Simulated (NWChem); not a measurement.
System: BCl cation, doublet; SMILES of the neutral closed-shell parent ClB

```xyz
2

B      0.0000     0.0000    -1.2134
Cl     0.0000     0.0000     0.3903
```
Atoms are numbered in this order, from 1.

Structure relaxed at the PBE0/def2-SVP, spin-unrestricted level. The spin multiplicity was typed, not searched, and may not be the lowest. No stability test was run on the SCF state.

Task: List the 4 lowest vertical excitations from PBE0/aug-cc-pVDZ, spin-unrestricted, TDA (NWChem).

Result: 
| state | energy (eV) | oscillator strength | <S²> |
|---|---|---|---|
| state 1 | 4.75 | 0.006 | 0.78 |
| state 2 | 4.75 | 0.006 | 0.78 |
| state 3 | 5.42 | 0.032 | 0.79 |
| state 4 | 5.42 | 0.032 | 0.79 |
